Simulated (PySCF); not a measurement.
Species: C2H8O3Si2.
Numbering: `[OH:1][Si@@H:2]1[CH2:3][CH2:4][Si@H:5]([OH:6])[O:7]1`

NICS is the negative of the GIAO shielding at a point without a nucleus: at the ring centre (0) and 1 Å above and below it (1); zz is the component along the ring normal. Level: GIAO PBE0/pcSseg-1 (PySCF, non-relativistic, gas phase) on the GFN2-xTB geometry, one conformer.

Ring bond lengths (Å), with Mayer bond orders in brackets: Si2–C3 1.909 (0.86), C3–C4 1.539 (1.01), C4–Si5 1.897 (0.90), Si5–O7 1.637 (0.94), O7–Si2 1.640 (0.93).

Question: Give the NICS values of each ring in ppm.

Answer: 
```tsv
ring	type	NICS(0)	NICS(1), two faces	NICS(1)zz, two faces	rms pucker (Å)	centre to ring atoms, mean (Å)
Si2–C3–C4–Si5–O7	5-membered ring with O and 2 Si; formal bonds all single	-4.4	-3.3 / -2.6	-2.9 / -0.1	0.13	1.46
```

Question: What do they say, and how far can they be read as aromaticity?

Answer: 
- Si2–C3–C4–Si5–O7: mean NICS(1)zz -1.5 ppm, near zero. Si2, C3, C4, Si5 have four or more neighbours, so the value isn't read as a sign of a π ring current.

Question: How shielded are the nuclei of the rings and their hydrogens (means over atoms taken as equivalent)?

Answer: 
```json
{"atoms": "Si2 (×2)", "environment": "oxygen-bound silicon", "σ isotropic (ppm)": "360.1"}
{"atoms": "C3 (×2)", "environment": "sp3 carbon bound to silicon", "σ isotropic (ppm)": "176.1"}
{"atoms": "O7", "environment": "siloxane oxygen", "σ isotropic (ppm)": "213.2"}
{"atoms": "H on Si2 (×2)", "environment": "Si–H hydrogen", "σ isotropic (ppm)": "26.83"}
{"atoms": "H on C3 (×2)", "environment": "methylene hydrogen", "σ isotropic (ppm)": "30.81"}
{"atoms": "H on C3 (×2)", "environment": "methylene hydrogen", "σ isotropic (ppm)": "30.97"}
```

Hardware: one thread, Arm Neoverse N1 (aarch64), shared host. Cost: 52 s of wall time (with the writing of density and orbital grids), 0.79 GiB resident at most. This is the whole shielding run at PBE0/pcSseg-1, SCF included.
